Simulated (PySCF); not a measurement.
Species: C2H7ClSi2.
InChI=1S/C2H7ClSi2/c1-2-4-5-3/h2H,1,4-5H2

Torsions of this conformer, `[CH2:1]=[CH:2][SiH2:3][SiH2:4][Cl:5]`: C1–C2–Si3–Si4 111°, C2–Si3–Si4–Cl5 178°.

The closed-shell ground state was solved at several levels (PySCF, density fitting, gas phase, non-relativistic). Isolated species at its PBE0-D3(BJ)/def2-SVP geometry (one conformer only).

```
         level  basis functions  total energy (Eh)  HOMO (eV)  LUMO (eV)  gap (eV)  dipole (D)
B97-2/pcSseg-2              299         -1119.7452      -7.48      -1.11      6.37        2.51
 PBE0/pcSseg-1              141         -1119.0808      -7.75      -1.02      6.73        2.64
```

**Question.** Estimate the row for CAM-B3LYP/def2-SVPD, a basis of 171 functions; the other rows only guide the guess.

**Answer.** Total energy -1119.2252 Eh, HOMO -8.96 eV, LUMO 0.03 eV, gap 8.99 eV, dipole 2.48 D.

**Question.** Over all these levels, which gives the widest orbital gap and which the narrowest?

**Answer.** CAM-B3LYP/def2-SVPD (range-separated hybrid) has the widest, 8.99 eV, and B97-2/pcSseg-2 (global hybrid, 21 % exact exchange) the narrowest, 6.37 eV. Functional and basis both differ between the two, so the spread mixes both effects.

**Question.** How far do the dipole and the HOMO energy spread over the levels?

**Answer.** The dipole runs from 2.48 to 2.64 D (mean 2.54 D) and the HOMO from -8.96 to -7.48 eV.
